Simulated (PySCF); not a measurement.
# `CB[C@@]12C[C@@H]1[C@@H]2F`, C$_{5}$H$_{8}$BF

Molfile (atoms numbered from 1):
```
C5H8BF
     RDKit          3D

 15 16  0  0  0  0  0  0  0  0999 V2000
    2.2153   -0.2544   -0.4685 C   0  0  0  0  0  0  0  0  0  0  0  0
    0.9285    0.6485   -0.5595 B   0  0  0  0  0  0  0  0  0  0  0  0
   -0.3308    0.2934    0.2097 C   0  0  2  0  0  0  0  0  0  0  0  0
   -1.6703    1.0022    0.3579 C   0  0  0  0  0  0  0  0  0  0  0  0
   -1.6503   -0.4215   -0.0483 C   0  0  2  0  0  0  0  0  0  0  0  0
   -0.7503   -0.9012    1.0198 C   0  0  2  0  0  0  0  0  0  0  0  0
   -1.1279   -0.7333    2.3284 F   0  0  0  0  0  0  0  0  0  0  0  0
    2.2255   -0.9316    0.3814 H   0  0  0  0  0  0  0  0  0  0  0  0
    2.2787   -0.8690   -1.3677 H   0  0  0  0  0  0  0  0  0  0  0  0
    3.1319    0.3305   -0.4448 H   0  0  0  0  0  0  0  0  0  0  0  0
    0.9265    1.6115   -1.2294 H   0  0  0  0  0  0  0  0  0  0  0  0
   -1.9301    1.7395   -0.3902 H   0  0  0  0  0  0  0  0  0  0  0  0
   -2.0032    1.2512    1.3569 H   0  0  0  0  0  0  0  0  0  0  0  0
   -2.0204   -0.9106   -0.9253 H   0  0  0  0  0  0  0  0  0  0  0  0
   -0.2274   -1.8470    0.9284 H   0  0  0  0  0  0  0  0  0  0  0  0
  1  2  1  0
  3  2  1  6
  3  4  1  0
  4  5  1  0
  5  6  1  0
  6  7  1  0
  5  3  1  0
  6  3  1  0
  1  8  1  0
  1  9  1  0
  1 10  1  0
  2 11  1  0
  4 12  1  0
  4 13  1  0
  5 14  1  6
  6 15  1  6
M  END
```

Level of theory: TDDFT CAM-B3LYP/def2-SVPD circular dichroism and optical rotation, one conformer, gas phase (PySCF). Geometry: GFN2-xTB.

The molecule is flexible and this is one conformer; a measurement averages over conformers.

**Question.** Draw the ECD and absorption spectra from the lowest 16 states, each a Gaussian of half-width 0.3 eV at 1/e height.

**Answer.** 
| E (eV) | λ (nm) | Δε (L mol⁻¹ cm⁻¹) | ε (L mol⁻¹ cm⁻¹) |
| --- | --- | --- | --- |
| 5.29 | 234 | +1.18 | 41.2 |
| 5.44 | 228 | +4.78 | 183 |
| 5.59 | 222 | +11.37 | 558 |
| 5.74 | 216 | +14.74 | 1400 |
| 5.89 | 210 | +7.04 | 3410 |
| 6.04 | 205 | -6.73 | 7500 |
| 6.19 | 200 | -13.56 | 12400 |
| 6.34 | 196 | -10.80 | 13700 |
| 6.49 | 191 | -5.24 | 9610 |
| 6.64 | 187 | -1.16 | 4190 |
| 6.79 | 183 | +2.97 | 1190 |
| 6.94 | 179 | +11.21 | 443 |
| 7.09 | 175 | +22.88 | 551 |
| 7.24 | 171 | +28.19 | 659 |
| 7.39 | 168 | +21.01 | 496 |
| 7.54 | 164 | +9.19 | 253 |
| 7.69 | 161 | +1.29 | 175 |
| 7.84 | 158 | -2.97 | 329 |
| 7.99 | 155 | -5.74 | 704 |
| 8.14 | 152 | -5.99 | 1270 |
| 8.29 | 150 | -4.28 | 1980 |
| 8.44 | 147 | -7.10 | 2920 |
| 8.59 | 144 | -17.30 | 4260 |
| 8.74 | 142 | -24.36 | 5890 |
| 8.89 | 139 | -14.56 | 7060 |

Δε uses R in velocity form, ε uses f in length form. Only the states computed contribute, so the short-wavelength end is incomplete.
